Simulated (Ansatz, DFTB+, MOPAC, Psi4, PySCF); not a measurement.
Molecule: C3H7N, net charge 0, singlet state. SMILES: C1C(N)C1
Geometry: optimised at B3LYP-D3(BJ)/def2-TZVP (Ansatz, a first-principles code).

Quantity: size of the dipole moment, in D. Conventions: no dispersion term unless named; no spin-orbit coupling; SCC-DFTB with the Slater-Koster set that CP2K ships; 6-311+G** with 5d; six Cartesian d functions in 6-31G* and its kin unless marked 5d; LANL2DZ all-electron up to Ne; non-relativistic. Ab initio and DFT and DFTB rows: single points at B3LYP-D3(BJ) geometries (Ansatz). Semi-empirical rows: dipoles at the shared geometry.

Measured values: NIST CCCBDB, as tabulated in the package chemicals; dipoles are vibrational averages and may belong to another conformer or a mix. 

Value to compare with, the measured value: 1.19 D.

```json
[
 {"level": "AM1", "program": "MOPAC", "size of the dipole moment (D)": "1.41", "error": "0.22"},
 {"level": "PM3", "program": "MOPAC", "size of the dipole moment (D)": "1.26", "error": "0.07"},
 {"level": "PM6", "program": "MOPAC", "size of the dipole moment (D)": "1.77", "error": "0.58"},
 {"level": "SCC-DFTB", "program": "DFTB+", "size of the dipole moment (D)": "0.70", "error": "-0.49"},
 {"level": "SVWN5/6-31G*", "program": "Ansatz", "size of the dipole moment (D)": "1.36", "error": "0.17"},
 {"level": "PBE/6-311+G**", "program": "Ansatz", "size of the dipole moment (D)": "1.29", "error": "0.10"},
 {"level": "BP86/def2-SVP", "program": "PySCF", "size of the dipole moment (D)": "1.28", "error": "0.09"},
 {"level": "BP86/6-31G* (5d)", "program": "PySCF", "size of the dipole moment (D)": "1.31", "error": "0.12"},
 {"level": "B3LYP/LANL2DZ", "program": "Ansatz", "size of the dipole moment (D)": "1.59", "error": "0.40"},
 {"level": "B3LYP/6-31G", "program": "Ansatz", "size of the dipole moment (D)": "1.53", "error": "0.34"},
 {"level": "B3LYP/6-31G*", "program": "Ansatz", "size of the dipole moment (D)": "1.32", "error": "0.13"},
 {"level": "B3LYP/6-311+G**", "program": "Ansatz", "size of the dipole moment (D)": "1.32", "error": "0.13"},
 {"level": "PBE0/6-311+G**", "program": "Ansatz", "size of the dipole moment (D)": "1.32", "error": "0.13"},
 {"level": "wB97X-D/6-31G*", "program": "Psi4", "size of the dipole moment (D)": "1.36", "error": "0.17"}
]
```

Among the 14 habitual levels, PM6 lies farthest from the measured value (0.58 D); 13 of 14 lie above it, and their mean absolute error is 0.22 D, the median 0.15. One case shows no general order.

The levels are drawn from those run, B3LYP/6-31G* more often than the rest, none by its result; runs whose electronic state is in doubt are left out.
